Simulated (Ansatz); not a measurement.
Input and output for AlBH4N2.

```yaml
crystal:
  periodic: [false, false, false]
  atoms:
    - {symbol: B, position_ang: [-0.836266, 0.373386, -0.221615]}
    - {symbol: N, position_ang: [0.307571, 1.073126, 0.316229]}
    - {symbol: Al, position_ang: [1.130624, -0.509398, 0.276295]}
    - {symbol: N, position_ang: [-0.453526, -1.011467, -0.373158]}
    - {symbol: H, position_ang: [-1.901916, 0.851636, -0.491268]}
    - {symbol: H, position_ang: [0.350137, 2.048636, 0.530749]}
    - {symbol: H, position_ang: [2.530481, -1.137747, 0.630851]}
    - {symbol: H, position_ang: [-1.035006, -1.745173, -0.723882]}
basis:
  gaussian: {orbitals: aug-cc-pVTZ}
total_charge: 1
magnetization: {spin_polarized: true, initial_magnetization: 1}
hamiltonian: {xc: {name: B2PLYP}}
```

```sh
$ ansatz run in.yaml --threads 2 --pin off --events-out ev --progress --plain --max-ram 4352MiB
```

It prints (some lines left out):

```
Functional definition: B2PLYP
1606 factors; integrals over basis functions are off by at most 1.3e-3 eV
mean field evaluation 1: about -10276.7379 eV, gradient 7.4e1 eV
mean field evaluation 2: about -10276.8220 eV, gradient 7.4e1 eV
mean field evaluation 4: about -10297.7664 eV, gradient 1.5e1 eV
mean field evaluation 8: about -10303.0583 eV, gradient 1.4e0 eV
mean field evaluation 16: about -10303.0977 eV, gradient 8.0e-3 eV
mean field evaluation 32: about -10301.0740 eV, gradient 1.4e-2 eV
mean field -10303.09771223 eV, -378.6318572340 hartree, gradient 5.9e-6 eV, S^2 0.802149; 3 other end points of the search recorded, 0 dependent functions left out
8 core orbitals not correlated: weight in the atoms' cores, before any rotation towards them, 1.000 or more for the frozen orbitals, at most 0.000 for the correlated occupied ones
reference -10303.09787658 eV, -378.6318632739 hartree; 10, 9 occupied and 262, 263 virtual orbitals, 1606 factors
second order -18.14377731 eV of doubles, -0.00000000 eV of singles
Total energy: -10307.99669646 eV, -378.8118915838 hartree
```

Run time 41 s (2 threads of an Arm Neoverse V2 on a shared host); peak host memory 1.4 GiB.
